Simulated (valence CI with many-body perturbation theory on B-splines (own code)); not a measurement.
Results of a calculation; reference values are marked as such.
Hyperfine factors and g values of Co²²⁺

Level of theory: configuration interaction combined with many-body perturbation theory (CI+MBPT): three valence electrons over a frozen Dirac-Fock core [He], a basis of 11 s, 11 p, 9 d, 7 f, 5 g, 2 h, 1 i functions for each j, with the one-electron correlation potential Σ1 (screened to all orders), the two-electron term Σ2, the three-electron term Σ3, Breit, model QED; selected single and double excitations, second order for the rest (own B-spline code, finite nucleus).

No measured levels were compared; by estimate levels of excited configurations hold to 0.05 to 0.15 % of their energy, terms of the ground configuration to about 0.5 %.

A/g_I is the dipole constant over the nuclear g factor μ/I (μ in nuclear magnetons, uniformly magnetised nucleus), B/Q the quadrupole constant per barn. Both hold the static response of the core; the bare values leave it out. Large factors of s and p1/2 electrons are usually good to 5 to 10 %; those of open d and f shells near neutrality can be off by tens of per cent, and small factors of p3/2, d and f electrons come from cancelling terms and can be off by a factor of two or in sign, in half-filled shells by more. B is blank for J = 1/2, where it vanishes, and for nearly pure S terms. Energies count from the lowest level.

Names give the largest LS component (configuration and term), which can be under half, so a name can repeat, a term be missing and a line seem to break the LS rules; names also repeat where a configuration has a term twice. Letters in brackets count levels of one name in rising energy.

```tsv
Level	E (Ry)	g	A/g_I (MHz)	A/g_I bare	B/Q (MHz/b)	B/Q bare
2s2 2p 2P°_1/2	0.000	0.660	179000	176000		
2s2 2p 2P°_3/2	1.273	1.330	33300	35100	60800	61100
2s 2p2 4P_1/2	3.922	2.625	346000	343000		
2s 2p2 4P_3/2	4.540	1.724	142000	141000	49300	49500
2s 2p2 4P_5/2	5.095	1.567	150000	150000	-50300	-50500
2s 2p2 2D_3/2	7.185	0.829	-21900	-19200	78700	79000
2s 2p2 2D_5/2	7.465	1.225	157000	155000	111000	112000
2s 2p2 2P_1/2	8.236	1.177	151000	148000		
2s 2p2 2S_1/2	9.583	1.522	446000	433000		
2s 2p2 2P_3/2	9.708	1.302	-41300	-36000	-54900	-55100
2p3 4S°_3/2	12.192	1.898	-1310	6930	8230	8270
2p3 2D°_3/2	13.542	0.957	28700	28600	51400	51600
2p3 2D°_5/2	13.880	1.196	59700	61400	-531	-533
2p3 2P°_1/2	15.242	0.660	179000	175000		
2p3 2P°_3/2	15.911	1.268	32000	34600	-58300	-58600
2s2 3s 2S_1/2	80.652	2.000	162000	159000		
2s2 3p 2P°_1/2	82.369	0.665	46300	45700		
2s2 3p 2P°_3/2	82.726	1.333	19000	19300	18700	18700
2s 2p 3s 4P°_1/2	84.079	2.600	347000	340000		
2s2 3d 2D_3/2	84.289	0.798	6470	6440	3360	3430
2s 2p 3s 4P°_3/2	84.392	1.695	247000	243000	-41700	-41900
2s2 3d 2D_5/2	84.397	1.199	2550	2550	4630	4730
2s 2p 3s 2P°_1/2 [a]	85.050	0.706	140000	139000		
2s 2p 3s 4P°_5/2	85.300	1.597	167000	165000	62700	63000
2s 2p 3p 4D_1/2	85.584	0.183	-42500	-41000		
2s 2p 3p 4D_3/2	85.862	1.228	186000	183000	-24800	-24900
2s 2p 3s 2P°_3/2 [a]	86.003	1.355	171000	169000	54700	55000
2s 2p 3p 2P_3/2 [a]	86.247	1.484	70800	70100	732	724
2s 2p 3p 2P_1/2 [a]	86.363	0.648	-143000	-141000		
2s 2p 3p 4D_5/2	86.396	1.381	120000	119000	651	643
2s 2p 3p 4P_1/2	86.576	2.570	384000	378000		
2s 2p 3p 2D_3/2 [a]	86.761	1.330	90100	89300	10600	10700
2s 2p 3p 4D_7/2	87.221	1.426	101000	99800	80700	81000
2s 2p 3p 4P_3/2	87.242	1.417	173000	171000	45000	45200
2s 2p 3d 4F°_3/2	87.321	0.467	-56500	-55100	11900	12000
2s 2p 3p 4P_5/2	87.411	1.467	142000	140000	20900	21000
2s 2p 3p 4S_3/2	87.456	1.582	143000	141000	15300	15400
2s 2p 3d 4F°_5/2	87.519	1.073	55400	54600	-2600	-2550
2s 2p 3d 4F°_7/2	87.840	1.268	83200	81900	-13100	-13000
2s 2p 3p 2D_5/2 [a]	87.901	1.307	91500	91100	50700	50900
```

(1) Take the isotope of mass number 59, with I = 7/2, μ = 4.615 μN and Q = 0.42 b. What is the hyperfine structure of 2s 2p2 2P_1/2?

## Answers

(1) From the table A = 200000 MHz. Shifts from the centre of gravity in MHz: F = 3: -450000, F = 4: 350000.
